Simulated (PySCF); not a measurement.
B3LYP has the VWN-RPA correlation part, as in Gaussian. 

Cartesian coordinates (Å):
```xyz
6

Y      0.0664    -0.0169     0.0801
Cl     0.2458     2.3022    -0.7512
Cl     1.2042    -2.0349    -0.7772
N     -1.2179    -0.3106     1.7273
H     -1.7738     0.4074     2.2125
H     -1.4149    -1.2006     2.2056
```
Charge 0, multiplicity 1.

Q: What dipole moment, total energy, HOMO, charge on the central atom (Mulliken), LUMO and HOMO–LUMO gap does B3LYP-D3(BJ)/def2-TZVP // PBE-D3(BJ)/def2-SVP run with PySCF give?

A: 
dipole moment: 2.72 D
total energy: -1015.0079 Ha
HOMO: -7.42 eV
charge on the central atom (Mulliken): 1.29 e
LUMO: -2.61 eV
HOMO–LUMO gap: 4.81 eV
